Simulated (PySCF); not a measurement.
## FeF3: what the settings change

FeF3 holds Fe(III), d5, at total charge 0. The structure is a PBE0-D3(BJ)/def2-TZVP geometry optimised for multiplicity 6; coordination trigonal planar, point group D3h, metal–donor distances 1.75 Å.

```
4

Fe    0.000    0.000    0.000
F     1.750    0.000    0.000
F    -0.875    1.515    0.000
F    -0.875   -1.515    0.000
```

Method (PySCF 2.14, density fitting): CASSCF(5,5) with orbitals averaged over all microstates of the shell, strongly contracted NEVPT2 on the averaged canonical orbitals; basis x2c-TZVPall on the metal, x2c-SVPall elsewhere; spin-free X2C; gas phase; spin-orbit coupling by state interaction with the mean-field operator over all roots.

Base run: NEVPT2 ground state 6A1', next 4E' at 20573, then 4A2'' at 21048 cm⁻¹, B(CASSCF) 1127, ζ 420 cm⁻¹, D -0.39 cm⁻¹, g 2.002 2.002 2.002, μeff(300 K) 5.92 μB.

(1) What happens with the basis x2c-TZVPall on all atoms?

(2) What happens with orbitals averaged over the highest spin alone?

No frequencies were computed for the optimised geometry. NEVPT2 on the d shell alone tends to put d–d bands too high for such charged or covalently bound ions.

Answers

(1) NEVPT2 ground state 6A1', next 4E' at 20575, then 4A2'' at 21066 cm⁻¹, B(CASSCF) 1128, ζ 420 cm⁻¹, D -0.39 cm⁻¹, g 2.002 2.002 2.002, μeff(300 K) 5.92 μB. It took 7.9 s against 7.7 s on a shared host of the same kind.

(2) NEVPT2 ground state 6A1', next 4A2'' at 23034, then 4E' at 23040 cm⁻¹, B(CASSCF) 1195, ζ 443 cm⁻¹, D -0.28 cm⁻¹, g 2.002 2.002 2.002, μeff(300 K) 5.92 μB.
